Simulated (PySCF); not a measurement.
Peak assignment

Cartesian coordinates in Å; atom numbers follow the order of the lines, from 1:
```xyz
19

C     1.142    0.460   -2.833
C     1.619   -0.133   -1.886
C     2.127   -0.833   -0.745
C     1.423   -2.155   -0.323
Si    1.156   -0.766    0.872
C    -0.413    0.177    0.903
C    -0.906    0.721    2.033
O    -2.014    1.449    2.180
C    -2.783    1.712    1.034
H     0.746    0.978   -3.686
H     3.222   -0.844   -0.671
H     0.599   -2.470   -0.972
H     2.097   -2.980   -0.067
H     1.929   -0.769    2.142
H    -0.930    0.314   -0.051
H    -0.405    0.609    3.002
H    -3.628    2.333    1.355
H    -3.166    0.778    0.585
H    -2.197    2.256    0.274
```

All values are calculated (PySCF): σ from GIAO-HF/pcSseg-1, PBE0-D3(BJ)/def2-SVP geometry. Single conformer, no solvent, one averaged value for each set of equivalent atoms, non-relativistic.

Shifts are taken against calculated references (same method and geometry level): TMS for 13C (σref 190.85), 1H (σref 31.69).

Task: Assign these signals to the numbered atoms. 13C{1H} NMR (computed): δ 171.7 (CH), 90.2 (C), 82.8 (CH), 72.4 (CH), 50.0 (CH3), 0.1 (CH2), -11.4 (CH).

Result: 
```tsv
δ (ppm)	atoms	environment	reason
171.7	C7	alkene carbon bearing oxygen	an sp2 carbon further deshielded by the attached heteroatom
90.2	C2	alkyne carbon	sp carbons lie upfield of alkene carbons because the cylindrical π system leaves one tensor component strongly shielded
82.8	C6	β carbon of an enol-ether or enamine type C=C	the O or N lone pair pushes π density onto this β carbon and shields it
72.4	C1	terminal alkyne carbon	the triple bond shields along its axis, which puts it between sp3 and sp2 carbons
50.0	C9	methyl carbon bonded to O	the inductive effect lowers its shielding
0.1	C4	three-membered-ring carbon	carbons of three-membered rings are unusually shielded
-11.4	C3	three-membered-ring carbon	–
```

Task: Assign these signals to the numbered atoms. 1H NMR (500 MHz, computed): δ 6.77 (d, 1H), 3.98 (m, 1H), 3.44 (s, 3H), 3.40 (m, 1H), 2.26 (d, 1H), 0.97 (m, 1H), 0.63 (m, 1H), 0.48 (m, 1H).

Result: 
6.77 → H16, hydrogen on an alkene carbon bearing oxygen: attached to an sp2 carbon and in the plane of the double bond
3.98 → H15, hydrogen on a β carbon of an enol-ether or enamine type C=C: lone-pair donation from O or N shields it, upfield of ordinary alkene protons
3.44 → H17/H18/H19, hydrogen on a methyl carbon bonded to O: its carbon carries O, an electronegative neighbour
3.40 → H14, hydrogen on a silicon bonded to 3 C, in a 3-membered ring
2.26 → H10, hydrogen on a terminal alkyne carbon: it lies on the axis of the triple bond, in its shielding cone
0.97 → H11, hydrogen on a three-membered-ring carbon: cyclopropane-type protons are shielded by the ring
0.63 → H13, hydrogen on a three-membered-ring carbon
0.48 → H12, hydrogen on a three-membered-ring carbon

H17/H18/H19 and H14 lie closer than the usual error of such a calculation, so a measured spectrum could show them in the other order.

Shifts are as computed. Against solution values, carbons near 30 ppm lie about -0 ppm off and those near 130 ppm about +7 ppm. Of 1211 compounds with measured shifts, 218 miss one by over three times the rms of a fit or turn the order of signals round; such compounds aren't used in these exercises. Multiplicities follow the n + 1 count of equivalent neighbours, as no J values were calculated; m marks all less simple cases, F and P coupling included.
